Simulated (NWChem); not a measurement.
**Correlation energy of MgO**

```
Mg
O 1 1.7476
```
Charge 0, spin multiplicity 1.

Program: NWChem. All single points use one geometry, from PBE0/def2-SVP, a minimum by its harmonic frequencies.

Basis set: def2-TZVP. Each correlation energy counts from its own Hartree-Fock reference.

The correlated methods keep 6 core orbitals frozen. The structure started from a generated list of species. Coupled-cluster values serve here as a point of comparison, not as the truth.

### Question
For the correlation energy, CCSD gives -303.6 mHa and CCSD+T(CCSD) gives -332.4 mHa. What do CCSD(T), SCS-MP2, MP2 give?

### Answer
CCSD(T): -326.2 mHa; SCS-MP2: -315.5 mHa; MP2: -324.2 mHa.
